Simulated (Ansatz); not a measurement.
Harmonic frequencies (cm⁻¹) at PBE0-D4/def2-TZVP from Ansatz: 145, 165, 206, 266, 417, 695, 773, 783, 891, 1256, 1431, 1438, 3050, 3141, 3158.

Q: Which molecule is it?
A. `[SiH3]O[B]Cl`•
B. `[SiH3][O][In][Cl]`•
C. `C[Si](F)Br`•
D. `N[SiH2][O]`•

A: C.
